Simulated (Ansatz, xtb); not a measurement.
Relative energy of two structures of ClFH2Si2

Structure a: `F[SiH2][Si]Cl`, a singlet. Structure b: a singlet given by its coordinates. Both are isolated molecules in the gas phase, relaxed with PBE0-D3(BJ)/pcseg-1; the shapes shown needn't be the lowest conformers.

a (Å):

```xyz
6

Cl   -2.3512   -1.4932    2.0957
F    -0.1911    1.4356   -0.9139
Si   -1.2985    0.4352   -0.2282
Si   -0.5478   -0.4095    1.8956
H    -1.5381   -0.6960   -1.1747
H    -2.5652    1.2085   -0.0549
```

b (Å):

| atom | x (Å) | y (Å) | z (Å) |
| --- | --- | --- | --- |
| Cl | -1.0755 | 2.4288 | 1.4399 |
| F | -0.3024 | -0.2095 | 0.0777 |
| Si | 0.2954 | 0.7675 | 1.2353 |
| Si | -0.5813 | 0.7728 | 3.3754 |
| H | 1.5300 | 1.3571 | 0.6516 |
| H | 0.6030 | 1.6821 | 3.7146 |

Close contacts (Å): Cl1–Si3 2.16, Cl1–Si4 2.59, F2–Si3 1.63, Si3–Si4 2.31, Si3–H5 1.49, Si4–H6 1.53.

Energies in hartree; the thermal terms are from PBE0-D3(BJ)/pcseg-1 harmonic frequencies (ideal gas, rigid rotor, one conformer each, 298.15 K, 1 atm) and include the zero-point energy:

```
                                a            b
E, CCSD(T)/def2-TZVP  −1138.817396  −1138.813287
   zero-point energy      0.021516      0.021296
        H(298 K) − E      0.028555      0.028000
        G(298 K) − E     −0.009827     −0.008873
```

Problem. Work out ΔE, ΔE₀, ΔH and ΔG for a → b in kJ/mol (1 Eh = 2625.50 kJ/mol) and the equilibrium ratio [b]/[a].

Solution. 1. ΔE = −1138.813287 − (−1138.817396) = +0.004109 Eh = +10.79 kJ/mol.
2. ΔE₀ = ΔE + ΔZPE = +0.004109 + (−0.000220) Eh = +10.21 kJ/mol.
3. ΔH = ΔE + (−0.000555) Eh = +9.33 kJ/mol.
4. ΔG = ΔE + (+0.000954) Eh = +13.29 kJ/mol, so ΔS = (ΔH − ΔG)/T = −13.3 J/(mol K).
5. kT = 0.9442 mEh, so K = [b]/[a] = exp(−ΔG/kT) = exp(−5.36) ≈ 0.0047.

Structure a is favoured at this temperature. An error of 4 kJ/mol in ΔG would change K by a factor of 5. Mirror images and further conformers aren't counted.

Other levels gave ΔE = +11.0 (PBE0-D3(BJ)/pcseg-1); +32.7 (HF/def2-TZVP); +5.5 (MP2/def2-TZVP) kJ/mol. The correlated steps freeze 16 core orbitals. Programs: Ansatz 0.2.0.
